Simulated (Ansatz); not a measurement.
`[F][GeH]([F])[Cl]` → `[F][Ge][Cl]` + H–F at 500 K and 1 bar (germylene formation by 1,1-elimination).

Gas-phase electronic energies from Ansatz, PBE0-D4/def2-TZVP geometries. CBS: MP2 limit from def2 TZ/QZ plus the TZ coupled-cluster correction, frozen cores. This one scheme is used for every species. For Ge outer-core shells are correlated without core-valence functions, which leaves a few kJ/mol of doubt a bond. Scalar relativity is left out up to krypton.

```
            species  CCSD(T)/CBS energy (Eh)  H − E (kJ/mol)  S (J/(mol·K))
`[F][GeH]([F])[Cl]`              -2736.19042            70.0          357.9
      `[F][Ge][Cl]`              -2635.75718            30.9          316.5
                H–F               -100.39570            39.4          188.7
```

H − E and S are ideal-gas, rigid-rotor, harmonic terms from PBE0-D4/def2-TZVP. 1 Eh = 2625.50 kJ/mol, R = 8.31446 J/(mol·K).

Problem. By hand: ΔE, ΔH, ΔS and ΔG.

Solution. ΔE = (-2635.75718) + (-100.39570) − (-2736.19042) = 0.03754 Eh = 98.6 kJ/mol. Δ(H − E) = 30.9 + 39.4 − 70.0 = 0.3, so ΔH = 98.9 kJ/mol. ΔS = 316.5 + 188.7 − 357.9 = 147.3 J/(mol·K). ΔG = 98.9 − 500 × (147.3)/1000 = 25.2 kJ/mol.

Problem. By hand: the equilibrium constant, and the temperature at which ΔG would vanish if ΔH and ΔS stayed fixed.

Solution. log₁₀ K = −ΔG/(RT ln 10) = -2.6. ΔG = 0 at ΔH/ΔS = 671 K.

The number of gas molecules changes by +1, which sets the sign of ΔS. A doubt of 5 kJ/mol in ΔE shifts log₁₀ K by 0.5 here. These are equilibria of isolated gas molecules and say nothing of rates. Largest T1 diagnostic: 0.014 (customary marks: 0.02 for closed shells, 0.045 for open ones).
